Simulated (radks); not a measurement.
The numbers below are computed, except where a source is named.
Spherical jellium clusters: N electrons in a uniform positive sphere of charge N and radius rs N^(1/3), rs = 4 bohr. Level of theory: non-relativistic Kohn-Sham, PBEsol, spin-polarised, spherical densities (a radial shooting solver with Libxc functionals). Levels are named by radial order and angular momentum (1s, 1p, 1d, 2s, ...), and open shells are averaged over m.

N = 5, configuration 1s2 1p(up 3, down 0). This is the lowest configuration that the search found. Occupied and some empty levels:

level,occupation,eigenvalue (eV),<r> (bohr)
1s up,1,-4.4877,4.849
1s down,1,-3.7849,4.530
1p up,3,-2.9898,5.962
1p down,0,-2.0888,5.981
1d up,0,-1.2599,7.283
2s up,0,-0.91907,8.393

Energy (eV): total -8.25816, kinetic 9.0586, external -115.29, Hartree 56.017, exchange-correlation -17.720, background 59.675.
